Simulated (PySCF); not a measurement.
Compound: C2H6AsGa.
SMILES with atom numbers: `[CH:1]#[C:2][GaH2-:3][AsH3+:4]` (hydrogens: H5 on C1; H6, H7 on Ga3; H8, H9, H10 on As4)
Bond orders are those of one Lewis drawing.

Computed by this run: PBE0-D3(BJ)/def2-SVP geometry optimisation, gas phase (PySCF 2.14.0); density fitting, grid level 1; the optimiser is geomeTRIC in internal coordinates, started from a GFN2-xTB structure with every atom displaced at random (about 0.01 Å).

Geometry at step 1:
```
atom  x, y, z in Å
C1      2.4995   -1.0968   -0.5606
C2      1.7590   -0.1512   -0.3351
Ga3     0.5664    1.3489   -0.0159
As4    -1.6386   -0.2315    0.2754
H5      3.1683   -1.9133   -0.7801
H6      0.0652    2.1783   -1.2441
H7      0.5230    1.9546    1.4298
H8     -1.7796   -1.6016   -0.3483
H9     -2.0647   -0.6978    1.6531
H10    -3.0482    0.1894   -0.0953
```

**Question.** Give the atomic forces at this geometry.

**Answer.** 
```tsv
atom	Fx (eV/Å)	Fy (eV/Å)	Fz (eV/Å)
C1	-0.009	0.068	-0.032
C2	0.000	-0.049	-0.028
Ga3	-0.018	-0.118	0.042
As4	-0.388	-0.148	0.143
H5	-0.069	0.051	0.053
H6	-0.003	-0.022	-0.081
H7	0.008	-0.027	0.032
H8	0.202	0.003	-0.104
H9	0.187	0.061	0.064
H10	0.089	0.181	-0.089
```

The largest, 0.44 eV/Å, acts on As4; the rms over all components is 0.113 eV/Å. The forces sum to zero within rounding, as they must for an isolated molecule in no field.

**Question.** Give the force on As4 in Eh/bohr and in nN.

**Answer.** 0.439 eV/Å ÷ 51.422 = 0.00853 Eh/bohr, and 0.439 eV/Å × 1.602 = 0.70 nN.

**Question.** How far is this geometry from the end of the optimisation?

**Answer.** 0.056 eV above it, and 0.426 Å rms away after alignment. The bonds farthest from their final lengths, with half the difference of the two atoms' forces along the bond (positive lengthens):

```tsv
bond	now (Å)	final (Å)	force along bond (eV/Å)
Ga3–As4	2.728	2.637	+0.16
As4–H9	1.516	1.510	-0.15
Ga3–H6	1.564	1.568	+0.07
C2–Ga3	1.943	1.946	-0.02
As4–H10	1.517	1.514	-0.15
As4–H8	1.512	1.509	-0.05
```

The angle farthest from its final value is Ga3–As4–H8, 123.8° against 116.1°.

What follows is the cost of the whole optimisation. Hardware: one thread, Arm Neoverse V2 (aarch64), shared host with 96 logical CPUs at a one-minute load of 62. Cost: 1.7 min, 0.51 GiB resident at most.
